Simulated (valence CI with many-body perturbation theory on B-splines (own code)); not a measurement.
**Missing levels of Eu47+**

Calculated by valence CI with perturbative core correlation (CI+MBPT): six valence electrons over a frozen Dirac-Fock core [Ne], a basis of 9 s, 9 p, 8 d, 6 f, 3 g, 1 h functions for each j, with the one-electron correlation potential Σ1, the two-electron term Σ2, the three-electron term Σ3, Breit, model QED; selected CI, second order for the rest, scaled by the run's own slope (own B-spline code, finite nucleus).

No measured spectrum was set against this ion. As an estimate, large intervals hold to a few tenths of a per cent, small ones and those within an open d or f shell to about a per cent. Among the levels kept, up to 1100 cm⁻¹ of a level comes from second order outside the variational space, and about a tenth of that is noise between levels of different J, which matters for small intervals.

```tsv
Level	E (cm⁻¹)
(3s^2 3p1/2^2 3p3/2^2) J=2	0
(3s^2 3p1/2^2 3p3/2^2) J=0	128000
(3s^2 3p1/2 3p3/2^3) J=1	1286700
(3s^2 3p1/2 3p3/2^3) J=2	?
(3s^2 3p1/2^2 3p3/2 3d3/2) J=2	1534800
(3s^2 3p1/2^2 3p3/2 3d3/2) J=1	1583300
(3s^2 3p1/2^2 3p3/2 3d3/2) J=0	1589300
(3s^2 3p1/2^2 3p3/2 3d3/2) J=3	1591000
(3s^2 3p1/2^2 3p3/2 3d5/2) J=4	?
(3s^2 3p1/2^2 3p3/2 3d5/2) J=2	1886500
(3s^2 3p1/2^2 3p3/2 3d5/2) J=3	2030400
(3s^2 3p1/2^2 3p3/2 3d5/2) J=1	?
(3s 3p1/2^2 3p3/2^3) J=2	2455700
(3s 3p1/2^2 3p3/2^3) J=1	2592800
(3s^2 3p3/2^4) J=0	2687800
(3s^2 3p1/2 3p3/2^2 3d3/2) J=2 [a]	?
(3s^2 3p1/2 3p3/2^2 3d3/2) J=0	2768800
(3s^2 3p1/2 3p3/2^2 3d3/2) J=1 [a]	?
(3s^2 3p1/2 3p3/2^2 3d3/2) J=3 [a]	2814300
(3s^2 3p1/2 3p3/2^2 3d3/2) J=4	?
```

Levels are named by their leading jj configuration (3d3/2^4 stands for four electrons in 3d with j = 3/2), which in mixed levels can hold well under half, so a name can repeat and another be missing. Letters in brackets count levels of one name in rising energy.

Question: The levels stand in rising order. What does the calculation give for the missing energies?

Answer: (3s^2 3p1/2 3p3/2^3) J=2 1352300; (3s^2 3p1/2^2 3p3/2 3d5/2) J=4 1866100; (3s^2 3p1/2^2 3p3/2 3d5/2) J=1 2097000; (3s^2 3p1/2 3p3/2^2 3d3/2) J=2 [a] 2762600; (3s^2 3p1/2 3p3/2^2 3d3/2) J=1 [a] 2774100; (3s^2 3p1/2 3p3/2^2 3d3/2) J=4 2875700.
